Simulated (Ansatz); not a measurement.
Steps of a relaxation of C2H5F2In, SMILES `C[CH](F)[InH][F]` with RKS PBE0-D4/def2-TZVP.

```sh
$ ansatz run in.yaml --threads 4 --pin off --events-out ev --progress --plain --max-ram 10444MiB
```

```yaml
crystal:
  periodic: [false, false, false]
  atoms:
    - {symbol: C, position_ang: [-0.817150, -1.066930, -0.080560]}
    - {symbol: C, position_ang: [0.404860, -0.477350, 0.565380]}
    - {symbol: F, position_ang: [0.146580, -0.118910, 1.881560]}
    - {symbol: In, position_ang: [0.895320, 1.536080, -0.403110]}
    - {symbol: F, position_ang: [-0.656210, 2.128520, -1.474810]}
    - {symbol: H, position_ang: [-1.169420, -1.937340, 0.473420]}
    - {symbol: H, position_ang: [-0.576520, -1.362890, -1.102800]}
    - {symbol: H, position_ang: [-1.618780, -0.324100, -0.108140]}
    - {symbol: H, position_ang: [1.262970, -1.150450, 0.597960]}
    - {symbol: H, position_ang: [2.128350, 2.773360, -0.348900]}
basis:
  gaussian: {orbitals: def2-TZVP}
hamiltonian: {xc: pbe0, dispersion: d4}
relax: {f_tol: 0.005, max_steps: 150}
```

Positions (Å) and forces (eV/Å) along the path, 14 of 30 steps:

```xyz
10
step=1 energy=-12758.8445 eV
C    -0.817   -1.067   -0.081    0.087    0.253    0.216
C     0.405   -0.477    0.565    0.215    0.925   -0.587
F     0.147   -0.119    1.882   -0.175   -0.018    0.268
In    0.895    1.536   -0.403    0.160   -0.386    0.327
F    -0.656    2.129   -1.475    0.116   -0.115    0.103
H    -1.169   -1.937    0.473   -0.022   -0.170    0.046
H    -0.577   -1.363   -1.103   -0.068   -0.029   -0.045
H    -1.619   -0.324   -0.108   -0.016   -0.131   -0.118
H     1.263   -1.150    0.598   -0.004   -0.034   -0.172
H     2.128    2.773   -0.349   -0.293   -0.296   -0.038
10
step=3 energy=-12758.9301 eV
C    -0.818   -1.048   -0.081   -0.034    0.068    0.073
C     0.385   -0.402    0.549    0.115   -0.096   -0.121
F     0.115   -0.112    1.889   -0.026    0.033    0.153
In    0.918    1.513   -0.347   -0.063    0.002    0.001
F    -0.626    2.069   -1.441    0.014   -0.010    0.002
H    -1.102   -1.952    0.470    0.036    0.048   -0.035
H    -0.586   -1.328   -1.112   -0.028   -0.017   -0.020
H    -1.673   -0.366   -0.103    0.076   -0.072   -0.031
H     1.252   -1.075    0.548   -0.120    0.016   -0.015
H     2.135    2.703   -0.371    0.029    0.027   -0.006
10
step=4 energy=-12758.9316 eV
C    -0.816   -1.045   -0.082   -0.023    0.036    0.051
C     0.389   -0.404    0.551    0.055   -0.054   -0.078
F     0.118   -0.115    1.893   -0.014    0.014    0.079
In    0.914    1.514   -0.345   -0.003    0.006    0.002
F    -0.629    2.065   -1.441    0.008   -0.012    0.005
H    -1.103   -1.946    0.470    0.015    0.019   -0.017
H    -0.584   -1.329   -1.111   -0.010   -0.008   -0.010
H    -1.668   -0.361   -0.109    0.028   -0.032   -0.021
H     1.246   -1.085    0.549   -0.055    0.029   -0.010
H     2.132    2.707   -0.374   -0.002    0.002    0.000
10
step=7 energy=-12758.9323 eV
C    -0.819   -1.036   -0.080   -0.003   -0.010    0.004
C     0.394   -0.407    0.546    0.002    0.004   -0.010
F     0.136   -0.123    1.895   -0.003   -0.003    0.011
In    0.917    1.514   -0.339    0.010   -0.003    0.003
F    -0.622    2.035   -1.455   -0.006    0.005   -0.009
H    -1.113   -1.930    0.479    0.000   -0.001    0.002
H    -0.591   -1.335   -1.107   -0.001    0.007    0.002
H    -1.663   -0.347   -0.117    0.000    0.001   -0.003
H     1.245   -1.094    0.534    0.001   -0.003    0.000
H     2.116    2.724   -0.355   -0.001    0.004    0.000
10
step=9 energy=-12758.9326 eV
C    -0.828   -1.030   -0.069   -0.016   -0.032    0.002
C     0.398   -0.410    0.541   -0.003    0.024    0.012
F     0.168   -0.138    1.898   -0.002   -0.017   -0.029
In    0.915    1.515   -0.339   -0.020    0.028   -0.021
F    -0.579    2.004   -1.532    0.030   -0.016    0.022
H    -1.112   -1.931    0.485   -0.002    0.006    0.002
H    -0.619   -1.318   -1.103   -0.002    0.014    0.007
H    -1.675   -0.343   -0.084    0.018   -0.001    0.003
H     1.245   -1.100    0.504   -0.001   -0.001    0.005
H     2.087    2.752   -0.303   -0.003   -0.006   -0.002
10
step=10 energy=-12758.9328 eV
C    -0.831   -1.029   -0.066   -0.013   -0.021   -0.003
C     0.398   -0.410    0.540    0.003    0.011    0.015
F     0.175   -0.144    1.899    0.000   -0.011   -0.027
In    0.915    1.516   -0.339   -0.029    0.028   -0.020
F    -0.567    1.992   -1.552    0.035   -0.015    0.025
H    -1.110   -1.933    0.485    0.000    0.007    0.000
H    -0.628   -1.310   -1.103   -0.004    0.011    0.008
H    -1.678   -0.342   -0.072    0.017   -0.003    0.002
H     1.245   -1.101    0.497   -0.004    0.002    0.003
H     2.080    2.760   -0.290   -0.005   -0.008   -0.003
10
step=12 energy=-12758.9333 eV
C    -0.841   -1.020   -0.052   -0.015   -0.001   -0.019
C     0.401   -0.412    0.538    0.012   -0.007    0.018
F     0.206   -0.169    1.906    0.002   -0.009   -0.028
In    0.914    1.518   -0.334   -0.056    0.033   -0.044
F    -0.504    1.933   -1.647    0.059   -0.017    0.046
H    -1.102   -1.940    0.480    0.001    0.012   -0.008
H    -0.668   -1.266   -1.104   -0.008    0.011    0.036
H    -1.692   -0.336   -0.013    0.027   -0.018    0.000
H     1.245   -1.104    0.465   -0.014    0.008    0.003
H     2.041    2.795   -0.238   -0.008   -0.012   -0.003
10
step=14 energy=-12758.9337 eV
C    -0.842   -1.018   -0.050   -0.004   -0.012   -0.003
C     0.401   -0.412    0.538    0.002    0.020    0.010
F     0.210   -0.175    1.907    0.001   -0.006   -0.008
In    0.910    1.521   -0.333   -0.002   -0.005   -0.003
F    -0.493    1.925   -1.658    0.003   -0.002   -0.001
H    -1.102   -1.940    0.478   -0.001    0.002    0.001
H    -0.672   -1.259   -1.103   -0.002    0.004    0.000
H    -1.692   -0.335   -0.006    0.000    0.001    0.002
H     1.246   -1.103    0.460    0.001   -0.004    0.000
H     2.035    2.797   -0.234    0.001    0.004    0.002
10
step=19 energy=-12758.9403 eV
C    -0.893   -0.970    0.012   -0.043   -0.011   -0.025
C     0.412   -0.422    0.523    0.029    0.014    0.037
F     0.367   -0.304    1.917    0.005   -0.003   -0.071
In    0.892    1.531   -0.317   -0.102    0.029   -0.174
F    -0.118    1.656   -2.022    0.126   -0.024    0.198
H    -1.091   -1.954    0.450   -0.003    0.027   -0.010
H    -0.851   -1.071   -1.076    0.004    0.010    0.043
H    -1.733   -0.311    0.248    0.037   -0.034    0.003
H     1.233   -1.113    0.298   -0.032    0.018    0.005
H     1.782    2.959   -0.034   -0.021   -0.025   -0.006
10
step=24 energy=-12758.9491 eV
C    -0.934   -0.934    0.061    0.006    0.023    0.004
C     0.417   -0.428    0.497    0.009    0.005    0.039
F     0.488   -0.399    1.892   -0.003   -0.004   -0.050
In    0.871    1.541   -0.311    0.000    0.002    0.014
F     0.262    1.457   -2.187    0.003    0.001   -0.005
H    -1.100   -1.952    0.428   -0.001   -0.002    0.003
H    -0.989   -0.941   -1.030    0.004   -0.005   -0.002
H    -1.743   -0.303    0.435    0.004   -0.006    0.002
H     1.203   -1.112    0.158   -0.012    0.005    0.000
H     1.527    3.071    0.057   -0.011   -0.020   -0.005
10
step=25 energy=-12758.9495 eV
C    -0.942   -0.926    0.072    0.007    0.017    0.012
C     0.419   -0.431    0.491    0.008   -0.011    0.018
F     0.515   -0.421    1.884   -0.003    0.004   -0.047
In    0.866    1.540   -0.312   -0.011    0.013   -0.036
F     0.347    1.426   -2.217    0.018    0.002    0.061
H    -1.106   -1.947    0.428   -0.001   -0.005    0.004
H    -1.016   -0.920   -1.018    0.003   -0.004   -0.004
H    -1.741   -0.297    0.470    0.004   -0.005   -0.004
H     1.196   -1.114    0.128   -0.016    0.009    0.004
H     1.464    3.089    0.073   -0.009   -0.022   -0.010
10
step=28 energy=-12758.9497 eV
C    -0.945   -0.926    0.074    0.000   -0.007    0.012
C     0.417   -0.431    0.487    0.011    0.007   -0.005
F     0.521   -0.425    1.878   -0.005    0.001   -0.005
In    0.866    1.543   -0.309   -0.009    0.000    0.002
F     0.361    1.428   -2.215    0.002    0.000    0.000
H    -1.108   -1.944    0.443   -0.002    0.001   -0.003
H    -1.018   -0.934   -1.016    0.003    0.003   -0.001
H    -1.745   -0.294    0.465    0.004    0.002   -0.001
H     1.192   -1.110    0.117   -0.004   -0.007    0.002
H     1.458    3.092    0.077    0.001    0.000    0.000
10
step=29 energy=-12758.9498 eV
C    -0.945   -0.925    0.075    0.000   -0.003    0.004
C     0.419   -0.432    0.486    0.003    0.001   -0.003
F     0.524   -0.426    1.877   -0.001   -0.001    0.000
In    0.864    1.542   -0.309    0.001    0.000   -0.006
F     0.369    1.425   -2.217    0.001    0.000    0.004
H    -1.110   -1.943    0.441   -0.001    0.000   -0.001
H    -1.020   -0.929   -1.015    0.000    0.001    0.000
H    -1.742   -0.292    0.470    0.001    0.000    0.000
H     1.192   -1.114    0.116   -0.002    0.001    0.001
H     1.450    3.093    0.078   -0.001    0.000    0.001
10
step=30 energy=-12758.9498 eV
C    -0.945   -0.924    0.076    0.000    0.001   -0.002
C     0.420   -0.432    0.485    0.001   -0.004   -0.002
F     0.526   -0.428    1.876    0.001    0.000    0.004
In    0.865    1.541   -0.310   -0.005    0.001   -0.003
F     0.376    1.421   -2.219    0.002    0.001    0.003
H    -1.111   -1.942    0.441    0.000    0.000    0.000
H    -1.022   -0.926   -1.014   -0.001    0.000    0.000
H    -1.741   -0.290    0.472    0.000    0.000    0.000
H     1.191   -1.115    0.113    0.000    0.002    0.000
H     1.442    3.095    0.080    0.002    0.000   -0.001
```

Run time 42 s (4 threads of an AMD EPYC 9R45 on a shared host); peak host memory 0.58 GiB.
